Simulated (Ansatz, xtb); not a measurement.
# Relative energy of two isomers of C4H11BO

Structure a: `CBOC(C)C`, a singlet. Structure b: `CCB(O)CC`, a singlet. Both are isolated molecules in the gas phase, relaxed with B3LYP-D3(BJ)/def2-SVP, each in the lowest conformer that the search found.

Estimate which is lower in electronic energy at CCSD(T)/def2-SVP + ΔMP2/def2-TZVPP, and by roughly how much.

The CCSD(T)/def2-SVP + ΔMP2/def2-TZVPP calculation puts structure b lower, by 11.6 kcal/mol.

The same difference at several levels:

| level | geometry | E(b) − E(a) (kcal/mol) | departure from the last row (kcal/mol) | job, with rough time for the two |
| --- | --- | --- | --- | --- |
| GFN2-xTB | GFN2-xTB | +7.9 | +19.6 | optimisation, 0.53 s |
| HF/STO-3G | GFN2-xTB | −0.3 | +11.3 | single point, 0.56 s |
| r2SCAN-D4/def2-SVP | GFN2-xTB | −10.4 | +1.3 | single point, 4 s |
| B3LYP-D3(BJ)/def2-SVP | B3LYP-D3(BJ)/def2-SVP | −10.0 | +1.6 | optimisation, 2.4 min |
| HF/def2-SVP | B3LYP-D3(BJ)/def2-SVP | −9.6 | +2.1 | part of the CCSD(T) run |
| MP2/def2-SVP | B3LYP-D3(BJ)/def2-SVP | −11.4 | +0.2 | part of the CCSD(T) run |
| CCSD(T)/def2-SVP | B3LYP-D3(BJ)/def2-SVP | −10.2 | +1.5 | single point |
| CCSD(T)/def2-SVP + ΔMP2/def2-TZVPP | B3LYP-D3(BJ)/def2-SVP | −11.6 |  | single point, 96 s |

As drawn, b has 1 C–B, 1 O–H in place of 1 C–O, 1 B–H.

GFN2-xTB puts the two in the other order. HF/STO-3G finds them nearly level. The largest departure from CCSD(T)/def2-SVP + ΔMP2/def2-TZVPP is that of GFN2-xTB, 19.6 kcal/mol. The last row adds to CCSD(T) the change of the MP2 difference between the two basis sets, here −1.5 kcal/mol.

With thermal terms from frequencies at re-optimised GFN2-xTB minima (ideal gas, soft modes damped towards free rotors, one conformer each, 298.15 K, 1 atm): the zero-point term adds +1.4 kcal/mol; ΔH is −10.3 and ΔG −10.1 kcal/mol.

The correlated steps freeze 6 core orbitals. Programs: Ansatz 0.2.0, xtb 6.7.1; the last row on 2 threads of Intel(R) Xeon(R) Processor @ 2.70GHz on a shared host.
